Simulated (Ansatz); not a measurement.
Ansatz (a first-principles code) input (HF/aug-cc-pVTZ):

Ansatz 0.2 input:
```yaml
crystal:
  periodic: [false, false, false]
  atoms:
    - {symbol: B, position_ang: [0.01755095, 0.04720755, -0.00690515]}
    - {symbol: C, position_ang: [1.53519310, -0.23448161, -0.01347128]}
    - {symbol: C, position_ang: [-1.04787564, -1.09326650, 0.17880062]}
    - {symbol: O, position_ang: [-0.44825478, 1.32870349, -0.16660880]}
    - {symbol: H, position_ang: [1.94662763, -1.23060224, 0.10921476]}
    - {symbol: H, position_ang: [2.28880429, 0.53913615, -0.14035092]}
    - {symbol: H, position_ang: [-2.07216576, -0.71983640, 0.15842549]}
    - {symbol: H, position_ang: [-0.94400154, -1.85335667, -0.60255482]}
    - {symbol: H, position_ang: [-0.89308809, -1.61935904, 1.12659315]}
    - {symbol: H, position_ang: [0.24820216, 1.98484119, -0.27590754]}
basis:
  gaussian:
    orbitals: aug-cc-pVTZ
hamiltonian:
  xc: hf
magnetization: {spin_polarized: true, initial_magnetization: 1}
```

End of the output:

```
integrals: 0.24 GiB planned
1421 factors; their error is unknown
mean field: 2.12 GiB planned
mean field evaluation 1: about -4863.0285 eV, gradient 3.1e1 eV
mean field evaluation 2: about -4866.5382 eV, gradient 1.6e1 eV
mean field evaluation 4: about -4867.4991 eV, gradient 1.1e0 eV
mean field evaluation 8: about -4867.5106 eV, gradient 7.2e-2 eV
mean field evaluation 16: about -4867.5247 eV, gradient 1.8e-5 eV
mean field -4867.52466447 eV, -178.8782320924 hartree, gradient 1.8e-5 eV, S^2 0.759678; 0 other end points of the search recorded, 0 dependent functions left out
reference -4867.52466447 eV, -178.8782320924 hartree; 16, 15 occupied and 306, 307 virtual orbitals, 1421 factors
Total energy: -4867.52466447 eV, -178.8782320924 hartree
```

It need not be the lowest isomer of its formula.
